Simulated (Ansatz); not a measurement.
Cost and result up the ladder for (HMg-mu-Cl)2 (Mg₂H₂Cl₂) (6 atoms). The state is a singlet with charge 0. Geometry: PBE0-D4/def2-SVP.

```xyz
6

Mg   -0.1889    1.4189    0.8947
H    -0.3822    2.8377    1.7864
Cl    0.8125    0.8779   -1.2207
Mg    0.1897   -1.4191   -0.8943
H     0.3746   -2.8362   -1.7903
Cl   -0.8057   -0.8792    1.2242
```

Ansatz on 2 threads of Intel Xeon 6975P-C on a shared host. Times are rough, and most runs start from the orbitals of an earlier one. ωB97M-V/def2-TZVP serves as the yardstick here, not as an exact answer. Differences are given only for rows in sets of like size (and for xTB, whose basis is part of the method), since another set adds its own error. Binding counts from free atoms at the same level (Mg singlet, H doublet, Cl doublet; other spins of the atoms weren't run), without zero-point energy or a counterpoise term.

LC-ωPBE has ω = 0.4 bohr⁻¹. B3LYP takes the VWN-RPA correlation.

```csv
level,functions,wall time,binding energy per atom (eV),difference from ωB97M-V/def2-TZVP (eV)
LDA (SPW92)/def2-TZVP,150,0.6 s,2.61,0.22
PBE-D4/def2-SVP,82,0.6 s,2.43,–
B3LYP-D4/6-31G,56,0.7 s,2.19,–
HF/def2-TZVP,150,0.9 s,1.92,-0.48
revPBE-D4/def2-TZVP,150,1.1 s,2.34,-0.06
LC-ωPBE/def2-TZVP,150,1.5 s,2.41,0.02
B3LYP-D4/def2-TZVP,150,1.6 s,2.36,-0.03
PBE-D4/def2-TZVPD,180,1.6 s,2.37,-0.02
PBE0-D4/def2-TZVP (with forces),150,2.1 s,2.38,-0.02
r2SCAN-D4/def2-TZVP,150,2.2 s,2.48,0.08
PBE0-D4/def2-TZVPD,180,2.2 s,2.38,-0.02
r2SCANh-D4/def2-TZVP,150,2.6 s,2.46,0.07
B97M-V/def2-TZVP,150,3.7 s,2.51,0.11
ωB97M-V/def2-TZVP,150,4.5 s,2.39,0.00
```
